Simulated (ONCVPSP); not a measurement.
## Reading a pseudo-wave (sulfur)

Columns: radius, all-electron u(r) and pseudo u(r) of the 2p shell (level -182.09 eV) of sulfur in the configuration [He] 2s2 2p6 3s2 3p2; PBEsol, scalar-relativistic, ONCV scheme, ONCVPSP 4.0.1.

| r (bohr) | all-electron | pseudo |
| --- | --- | --- |
| 0.035 | 0.1236 | 0.0489 |
| 0.070 | 0.3736 | 0.1852 |
| 0.105 | 0.6490 | 0.3917 |
| 0.140 | 0.8993 | 0.6391 |
| 0.175 | 1.1046 | 0.8957 |
| 0.210 | 1.2585 | 1.1318 |
| 0.245 | 1.3630 | 1.3239 |
| 0.280 | 1.4241 | 1.4585 |
| 0.315 | 1.4488 | 1.5324 |
| 0.350 | 1.4439 | 1.5497 |
| 0.385 | 1.4159 | 1.5209 |
| 0.420 | 1.3708 | 1.4599 |
| 0.455 | 1.3130 | 1.3795 |
| 0.490 | 1.2469 | 1.2907 |
| 0.525 | 1.1755 | 1.2007 |
| 0.560 | 1.1013 | 1.1135 |
| 0.595 | 1.0263 | 1.0309 |
| 0.630 | 0.9520 | 0.9531 |
| 0.665 | 0.8795 | 0.8795 |
| 0.700 | 0.8097 | 0.8095 |
| 0.735 | 0.7431 | 0.7429 |
| 0.770 | 0.6801 | 0.6800 |
| 0.805 | 0.6210 | 0.6208 |
| 0.840 | 0.5658 | 0.5656 |
| 0.875 | 0.5144 | 0.5143 |
| 0.910 | 0.4670 | 0.4669 |

(1) How many radial nodes do the two functions have?

(2) At about which radius was the pseudo-wave matched?

(3) Where does each function peak?

(4) Is the pseudo-wave norm-conserving?

Results:

(1) The all-electron 2p function has n − l − 1 = 0; the pseudo-wave has 0.

(2) 0.70 bohr, where the columns begin to agree (steps of 0.04 bohr).

(3) Outermost all-electron maximum near 0.32 bohr, pseudo maximum near 0.35 bohr (to the table’s step).

(4) Yes: the ONCV scheme keeps the norm inside the radius equal to the all-electron one, which fixes the energy derivative of the logarithmic derivative at the level.
